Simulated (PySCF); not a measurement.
A run for PySCF: D3(BJ) and D4 dispersion corrections on C2H4 (SMILES C=C).

```python
from pyscf import gto
from pyscf.dispersion import dftd3, dftd4

mol = gto.M(
    atom='''
    C     0.59472112   -0.26677288   -0.04863965
    C    -0.64630228    0.20186714   -0.04426502
    H     0.81926557   -1.28237406   -0.35108271
    H     1.43606230    0.34779284    0.24828459
    H    -0.86957843    1.21851583    0.25619678
    H    -1.48794915   -0.41104566   -0.34311878
    ''',
    basis='def2-svp',
    charge=0, spin=0, verbose=0, max_memory=1800)
d3, d4 = {}, {}
for xc in ['hf', 'pbe', 'blyp', 'revpbe', 'tpss', 'r2scan', 'b3lyp', 'pbe0', 'bhlyp', 'camb3lyp', 'b2plyp']:
    d3[xc] = float(dftd3.DFTD3Dispersion(mol, xc=xc, version='d3bj', atm=False).get_dispersion()['energy'])
    print(f'D3(BJ) {xc:10s} {d3[xc]:14.8f} Eh')
for xc in ['hf', 'pbe', 'blyp', 'revpbe', 'tpss', 'r2scan', 'b3lyp', 'pbe0', 'bhlyp', 'camb3lyp', 'b2plyp']:
    d4[xc] = float(dftd4.DFTD4Dispersion(mol, xc={'camb3lyp': 'cam-b3lyp'}.get(xc, xc), atm=True).get_dispersion()['energy'])
    print(f'D4     {xc:10s} {d4[xc]:14.8f} Eh')
```

Program output:

```
D3(BJ) hf            -0.02419619 Eh
D3(BJ) pbe           -0.00235333 Eh
D3(BJ) blyp          -0.00489545 Eh
D3(BJ) revpbe        -0.00652478 Eh
D3(BJ) tpss          -0.00284771 Eh
D3(BJ) r2scan        -0.00058234 Eh
D3(BJ) b3lyp         -0.00394463 Eh
D3(BJ) pbe0          -0.00190232 Eh
D3(BJ) bhlyp         -0.00294349 Eh
D3(BJ) camb3lyp      -0.00156174 Eh
D3(BJ) b2plyp        -0.00170308 Eh
D4     hf            -0.00850046 Eh
D4     pbe           -0.00190753 Eh
D4     blyp          -0.00449540 Eh
D4     revpbe        -0.00776356 Eh
D4     tpss          -0.00259779 Eh
D4     r2scan        -0.00044579 Eh
D4     b3lyp         -0.00306523 Eh
D4     pbe0          -0.00154995 Eh
D4     bhlyp         -0.00198831 Eh
D4     camb3lyp      -0.00151338 Eh
D4     b2plyp        -0.00131002 Eh
```

The run finished.

Cost: very roughly 0.020 core-seconds.
